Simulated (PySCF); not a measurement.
## An isoelectronic set: 94 electrons

PBE0 in PySCF with def2-SVP on every atom (core potentials on Hg, Pb, Bi), for the lowest determinant that a PBE0 search found; no spin–orbit coupling. All have 94 electrons, 6 of them in the valence shells, and the same state, a triplet (π ↑↑). For ions De leads to the atom and ion picked by measured ionisation energies and electron affinities.

```csv
species,difference of nuclear charges,Re (Å),ωe (cm⁻¹),k (mdyn/Å),De (eV),dissociates to,Mayer bond order
SiHg,66,2.592,196,0.558,0.56,Si + Hg,0.93
MgPb,70,2.833,202,0.516,0.85,Mg + Pb,1.30
NaBi,72,2.991,186,0.420,1.10,Na + Bi,0.95
HgP⁺,65,2.467,258,1.05,2.28,Hg⁺ + P,1.07
MgBi⁺,71,2.838,223,0.629,n/a,Mg + Bi⁺,1.20
```

Task: Which member of the whole set has the stiffest bond, and how does it compare with the softest?

Result: HgP⁺ with k = 1.05 mdyn/Å, 2.5 times that of NaBi.

These are scalar-relativistic numbers at best; spin–orbit coupling would shift them, the dissociation energy most. For an ion De counts to the pair picked by the measured ionisation energies or electron affinities, which need not be the lowest pair at this level. States were picked by a PBE0 search and need not be the measured ground states.
